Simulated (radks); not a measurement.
Q: Species: the tantalum ion Ta3+. Configuration: [Xe] 4f14 5d1 6s1 (not the ground configuration). Calculated with a radial shooting solver on a logarithmic mesh with Libxc functionals: Dirac Kohn-Sham, LDA (Slater exchange, Perdew-Wang correlation), spin-unpolarised, spherical densities, finite nucleus; open shells are shared between the two j in proportion to 2j + 1; Fermi nuclear charge, rms radius 5.3507 fm. Some entries of the table are withheld. Estimate them.

| orbital | occ. | eigenvalue (hartree) | <r^2> (bohr^2) |
|---|---|---|---|
| 1s1/2 | 2 | -2470.614 | (1) |
| 2s1/2 | 2 | -425.2429 | 0.007327 |
| 2p1/2 | 2 | -406.6820 | 0.005236 |
| 2p3/2 | 4 | -360.0571 | 0.006439 |
| 3s1/2 | 2 | -98.28947 | 0.04795 |
| 3p1/2 | 2 | -90.00008 | 0.04402 |
| 3p3/2 | 4 | -79.96523 | 0.05066 |
| 3d3/2 | 4 | -65.88286 | 0.03935 |
| 3d5/2 | 6 | -63.69489 | 0.04117 |
| 4s1/2 | 2 | -20.94152 | 0.2382 |
| 4p1/2 | 2 | -17.52146 | 0.2460 |
| 4p3/2 | 4 | -15.20272 | 0.2823 |
| 4d3/2 | 4 | -9.56345 | 0.3099 |
| 4d5/2 | 6 | -9.13744 | 0.3238 |
| 5s1/2 | 2 | -3.83796 | 1.342 |
| 5p1/2 | 2 | (2) | 1.633 |
| 5p3/2 | 4 | (3) | 1.909 |
| 4f5/2 | 6 | -2.11974 | 0.5027 |
| 4f7/2 | 8 | -2.04652 | 0.5203 |
| 5d3/2 | 0.4 | (4) | 3.623 |
| 5d5/2 | 0.6 | (5) | 3.800 |
| 6s1/2 | 1 | -1.06430 | 7.685 |

A: 
(1) 1s1/2 <r^2> (bohr^2): 0.0004795
(2) 5p1/2 eigenvalue (hartree): -2.83146
(3) 5p3/2 eigenvalue (hartree): -2.49497
(4) 5d3/2 eigenvalue (hartree): -1.18716
(5) 5d5/2 eigenvalue (hartree): -1.15473
